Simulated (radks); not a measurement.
Results of a calculation; reference values are marked as such.
Mean orbital radii <r> (bohr) of neutral palladium, [Kr] 4d10, at several levels of relativity; Dirac values are averaged over j with weights 2j + 1. Spin-unpolarised spherical Kohn-Sham, PBE, point nucleus unless stated (finite: rms radius 4.5318 fm), a radial shooting solver on a logarithmic mesh with Libxc functionals. A level marked "c x" has the speed of light scaled by that factor and shares open shells by 2j + 1; other Dirac levels either fill j = l - 1/2 first or share by 2j + 1.

| shell | non-rel. | scalar-rel., finite nucleus | Dirac, low j first | Dirac, 2j+1 shares, finite nucleus | change of magnitude, last against first (%) |
|---|---|---|---|---|---|
| 1s | 0.03310 | 0.03185 | 0.03185 | 0.03185 | -3.78 |
| 2s | 0.1438 | 0.1383 | 0.1380 | 0.1380 | -4.05 |
| 2p | 0.1229 | 0.1206 | 0.1204 | 0.1204 | -2.01 |
| 3s | 0.3918 | 0.3793 | 0.3790 | 0.3790 | -3.26 |
| 3p | 0.3842 | 0.3787 | 0.3784 | 0.3784 | -1.51 |
| 3d | 0.3573 | 0.3576 | 0.3577 | 0.3577 | +0.10 |
| 4s | 0.9777 | 0.9469 | 0.9470 | 0.9470 | -3.14 |
| 4p | 1.058 | 1.044 | 1.044 | 1.044 | -1.33 |
| 4d | 1.573 | 1.590 | 1.591 | 1.591 | +1.13 |
| 5s (empty) | 3.676 | 3.455 | 3.455 | 3.455 | -6.03 |
